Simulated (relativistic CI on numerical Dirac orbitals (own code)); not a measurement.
**Os: calculation against measurement**

Computed by Dirac-Coulomb-Breit CI, orbitals from a KLI potential per configuration, model QED (radiative potential, 1s self-energy scaled to tabulated hydrogen-like ionisation energies), valence Slater integrals scaled by 0.85, P86 correlation estimate, and configurations built on the next ion tied to the tabulated ionisation energy (semi-empirical) (own radial code, finite nucleus).

CI space (outside the closed core [Xe] 4f14): 5d6.6s2, 5d7.6s, 5d6.6s.6p, 5d7.6p, 5d6.6s.6d, 5d6.6s.7s, 5d6.6s.7p, 5d6.6s.7d, 5d6.6s.8s, 5d6.6s.6f, 5d6.6s.7f, 5d8, 5d6.6p2, 5d7.6d, 5d6.6s.6g, 5d7.5f, 5d7.6f, 5d7.5g, 5d5.6s2.6p, 5d7.7s, 5d7.6g, 5d5.6s2.5f, 5d4.6s2.6p2, 5d7.7p. Levels of other configurations are missing.

```csv
Configuration,Term (tabulated),J,Measured (cm⁻¹),Computed,Error,Purity (%)
5d6.6s2,5D,4,0.0,0,0,79
5d6.6s2,5D,3,4159.3,3861,-299,88
5d7.6s,5F,5,5143.9,9039,3895,88
5d6.6s2,5D,1,5766.1,5386,-380,75
5d6.6s2,5D,0,6092.8,5711,-381,73
5d7.6s,5F,4,8742.8,12630,3887,85
5d7.6s,5F,3,11378.0,14921,3543,75
5d7.6s,5F,2,12774.4,16106,3332,83
5d6.6s.6p,7D°,5,23462.9,23151,-312,75
5d6.6s.6p,7D°,1,27786.8,27241,-546,77
5d6.6s.6p,7F°,5,30280.0,29612,-668,58
```

Measured levels from NIST Handbook of Basic Atomic Spectroscopic Data (Sansonetti and Martin, J. Phys. Chem. Ref. Data 34, 1559 (2005)); pairs were made by configuration, J and term (by order where the table uses no LS term), so strongly mixed levels may be paired wrongly.

Mean error by configuration (cm⁻¹): 5d6.6s2 -353; 5d7.6s 3664; 5d6.6s.6p -509. Over the excited levels the mean absolute error is 1724 cm⁻¹ (10 of the 31 excited levels that our extract of the source holds in range could be paired, and the others can miss by more), and the median relative error of those above 1,000 cm⁻¹ is 6.9 %. Some levels of the ground configuration have no partner.

Transition probabilities of persistent lines. The last column rescales the computed rate by the cube of measured over computed energy:

```csv
λ measured (Å),Lower,Upper,A tabulated (s⁻¹),A computed,A rescaled
3301.56 air,5d6.6s2 5D_4,5d6.6s.6p 7F°_5,9.90e+06,7.22e+06,7.72e+06
```
